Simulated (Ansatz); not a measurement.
`NBS` + GeH₄ → `N[BH][GeH3]` + H₂S at 700 K and 1 bar (formal exchange of groups at a B–S bond).

Computed with Ansatz on PBE0-D4/def2-TZVP structures; ΔE is electronic, products minus reactants. CCSD(T)/CBS adds triple-zeta CCSD(T) − MP2 to the extrapolated MP2 energy (def2 sets, frozen cores). This one scheme is used for every species. For Ge outer-core shells are correlated without core-valence functions, which leaves a few kJ/mol of doubt a bond. Scalar relativity is left out up to krypton. One conformer a species, not always the lowest.

```json
{"species": "`NBS`", "CCSD(T)/CBS energy (Eh)": "-479.74963", "H − E (kJ/mol)": "181.3", "S (J/(mol·K))": "351.5"}
{"species": "GeH₄", "CCSD(T)/CBS energy (Eh)": "-2078.49493", "H − E (kJ/mol)": "112.9", "S (J/(mol·K))": "267.3"}
{"species": "`N[BH][GeH3]`", "CCSD(T)/CBS energy (Eh)": "-2159.24602", "H − E (kJ/mol)": "230.3", "S (J/(mol·K))": "405.1"}
{"species": "H₂S", "CCSD(T)/CBS energy (Eh)": "-398.97279", "H − E (kJ/mol)": "64.8", "S (J/(mol·K))": "236.9"}
```

H − E and S are ideal-gas, rigid-rotor, harmonic terms from PBE0-D4/def2-TZVP, for one conformer and one mirror image of each species. 1 Eh = 2625.50 kJ/mol, R = 8.31446 J/(mol·K).

Q: By hand: ΔE, ΔH, ΔS and ΔG.

A: ΔE = (-2159.24602) + (-398.97279) − (-479.74963) − (-2078.49493) = 0.02575 Eh = 67.6 kJ/mol. Δ(H − E) = 230.3 + 64.8 − 181.3 − 112.9 = 0.9, so ΔH = 68.5 kJ/mol. ΔS = 405.1 + 236.9 − 351.5 − 267.3 = 23.2 J/(mol·K). ΔG = 68.5 − 700 × (23.2)/1000 = 52.3 kJ/mol.

Q: By hand: the equilibrium constant, and the temperature at which ΔG would vanish if ΔH and ΔS stayed fixed.

A: log₁₀ K = −ΔG/(RT ln 10) = -3.9. ΔG = 0 at ΔH/ΔS = 2953 K, far beyond where these terms or the molecules hold.

ΔH outweighs TΔS. A doubt of 5 kJ/mol in ΔE shifts log₁₀ K by 0.4 here. Other conformers and mirror images would add mixing entropy, several J/(mol·K) or more a flexible species. These are equilibria of isolated gas molecules and say nothing of rates. Largest T1 diagnostic: 0.013 (customary marks: 0.02 for closed shells, 0.045 for open ones).
